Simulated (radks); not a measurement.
Results of a calculation; reference values are marked as such.
Task: These are the eigenvalues of the occupied orbitals of an atom or ion with whole-number occupations (hartree). Level of theory: scalar-relativistic Kohn-Sham, PBE, spin-polarised, spherical densities, point nucleus (a radial shooting solver on a logarithmic mesh with Libxc functionals).

| orbital | eigenvalue |
|---|---|
| 1s up | -1113.707 |
| 1s down | -1113.705 |
| 2s up | -169.4637 |
| 2s down | -169.4629 |
| 2p up | -152.1313 |
| 2p down | -152.1296 |
| 3s up | -33.21577 |
| 3s down | -33.21392 |
| 3p up | -27.56636 |
| 3p down | -27.56424 |
| 3d up | -18.94747 |
| 3d down | -18.94550 |
| 4s up | -5.46092 |
| 4s down | -5.45639 |
| 4p up | -3.73211 |
| 4p down | -3.72729 |
| 4d up | -1.22545 |
| 4d down | -1.21545 |
| 5s up | -0.49342 |
| 5s down | -0.42602 |
| 5p up | -0.20090 |

Which element is it, and in what charge state? The configuration may be excited. Open shells, if any, are filled with parallel spins first.

Result: Z = 51, antimony, charge 0: Sb in [Kr] 4d10 5s2 5p3. The list shows which subshells hold electrons but not how many an open one holds; the 1s level, -1113.7 hartree, gives Z - s = 47.2 by -(Z - s)^2/2, which with screening and relativity narrows Z to a few neighbours, and the depths of the outer levels then fix element, charge and occupations together.
